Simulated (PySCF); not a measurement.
C3H3N2, doublet (typed; the unrestricted solution is spin-contaminated), geometry from GFN2-xTB; DF-HF/def2-TZVPD (PySCF).

Input for PySCF:
```python
from pyscf import gto, scf

mol = gto.M(
    atom='''
C     0.62144743   -1.03886727   -0.00704831
C     1.15265949    0.20944187    0.02891025
N     0.05451505    1.04591052    0.02172701
C    -1.04336427    0.24979233   -0.01753433
N    -0.70674734   -1.01313845   -0.03511281
H     2.15724996    0.57184534    0.05764149
H     0.07195203    2.05438155    0.04192068
H    -2.04803183    0.62216701   -0.03182727
''',
    basis='def2-tzvpd',
    spin=1,
    verbose=4,
)

mf = scf.UHF(mol)
mf = mf.density_fit(auxbasis='def2-universal-jkfit')
mf.kernel()
```

It wrote (shortened):

```
PySCF version 2.14.0

[INPUT] verbose = 4
[INPUT] num. atoms = 8
[INPUT] num. electrons = 35
[INPUT] charge = 0
[INPUT] spin (= nelec alpha-beta = 2S) = 1
[INPUT] symmetry False subgroup None
[INPUT] Mole.unit = angstrom
[INPUT] Symbol           X                Y                Z      unit          X                Y                Z       unit  Magmom
[INPUT]  1 C      0.621447430000  -1.038867270000  -0.007048310000 AA    1.174365443515  -1.963174620075  -0.013319375541 Bohr   0.0
[INPUT]  2 C      1.152659490000   0.209441870000   0.028910250000 AA    2.178210750981   0.395787773317   0.054632454693 Bohr   0.0
[INPUT]  3 N      0.054515050000   1.045910520000   0.021727010000 AA    0.103018514167   1.976484433601   0.041058098406 Bohr   0.0
[INPUT]  4 C     -1.043364270000   0.249792330000  -0.017534330000 AA   -1.971672718457   0.472039091717  -0.033135081478 Bohr   0.0
[INPUT]  5 N     -0.706747340000  -1.013138450000  -0.035112810000 AA   -1.335558911865  -1.914554196766  -0.066353594364 Bohr   0.0
[INPUT]  6 H      2.157249960000   0.571845340000   0.057641490000 AA    4.076611606629   1.080631078209   0.108926629512 Bohr   0.0
[INPUT]  7 H      0.071952030000   2.054381550000   0.041920680000 AA    0.135969630806   3.882218484859   0.079218604156 Bohr   0.0
[INPUT]  8 H     -2.048031830000   0.622167010000  -0.031827270000 AA   -3.870219253092   1.175725252640  -0.060144823593 Bohr   0.0

nuclear repulsion = 156.088171283188
number of shells = 80
number of NR pGTOs = 293
number of NR cGTOs = 212
basis = def2-tzvpd
ecp = {}

******** <class 'pyscf.df.df_jk.DFUHF'> ********
method = DFUHF
initial guess = minao
damping factor = 0
level_shift factor = 0
DIIS = <class 'pyscf.scf.diis.CDIIS'>
diis_start_cycle = 1
diis_space = 8
diis_damp = 0
SCF conv_tol = 1e-09
SCF conv_tol_grad = None
SCF max_cycles = 50
direct_scf = False
number electrons alpha = 18  beta = 17
Set gradient conv threshold to 3.16228e-05
******** <class 'pyscf.df.df.DF'> ********
auxbasis = def2-universal-jkfit
init E= -225.80826520638

cycle= 1 E= -224.140202526887  delta_E= 1.67  |g|= 0.364  |ddm|= 1.88
cycle= 2 E= -224.217031518233  delta_E= -0.0768  |g|= 0.208  |ddm|=  0.6
cycle= 3 E= -224.237195614126  delta_E= -0.0202  |g|= 0.0736  |ddm|= 0.219
cycle= 4 E= -224.242096508682  delta_E= -0.0049  |g|= 0.0255  |ddm|= 0.132
cycle= 5 E= -224.243128261822  delta_E= -0.00103  |g|= 0.0149  |ddm|= 0.0537
cycle= 6 E= -224.243694733511  delta_E= -0.000566  |g|= 0.0104  |ddm|= 0.0345
cycle= 7 E= -224.244118520751  delta_E= -0.000424  |g|= 0.00821  |ddm|= 0.0288
cycle= 8 E= -224.244438778872  delta_E= -0.00032  |g|= 0.00722  |ddm|= 0.0254
cycle= 9 E= -224.244835842116  delta_E= -0.000397  |g|= 0.00607  |ddm|= 0.0354
cycle= 10 E= -224.245322063681  delta_E= -0.000486  |g|= 0.00448  |ddm|= 0.0547
cycle= 11 E= -224.245583883056  delta_E= -0.000262  |g|= 0.00294  |ddm|= 0.0435
cycle= 12 E= -224.245682265376  delta_E= -9.84e-05  |g|= 0.00163  |ddm|= 0.0287
cycle= 13 E= -224.245703545187  delta_E= -2.13e-05  |g|= 0.000778  |ddm|= 0.0123
cycle= 14 E= -224.245707041068  delta_E= -3.5e-06  |g|= 0.000355  |ddm|= 0.00564
cycle= 15 E= -224.245707474349  delta_E= -4.33e-07  |g|= 0.000141  |ddm|= 0.00208
cycle= 16 E= -224.245707507314  delta_E= -3.3e-08  |g|= 8.59e-05  |ddm|= 0.000406
cycle= 17 E= -224.245707520254  delta_E= -1.29e-08  |g|= 4.56e-05  |ddm|= 0.000192
cycle= 18 E= -224.245707527603  delta_E= -7.35e-09  |g|= 2.61e-05  |ddm|= 0.000179
cycle= 19 E= -224.245707529876  delta_E= -2.27e-09  |g|= 1.35e-05  |ddm|= 8.99e-05
cycle= 20 E= -224.24570753054  delta_E= -6.64e-10  |g|= 4.49e-06  |ddm|= 6.59e-05
Extra cycle  E= -224.245707530563  delta_E= -2.38e-11  |g|= 2.89e-06  |ddm|= 8.25e-06
converged SCF energy = -224.245707530563  <S^2> = 0.90957684  2S+1 = 2.153673
```
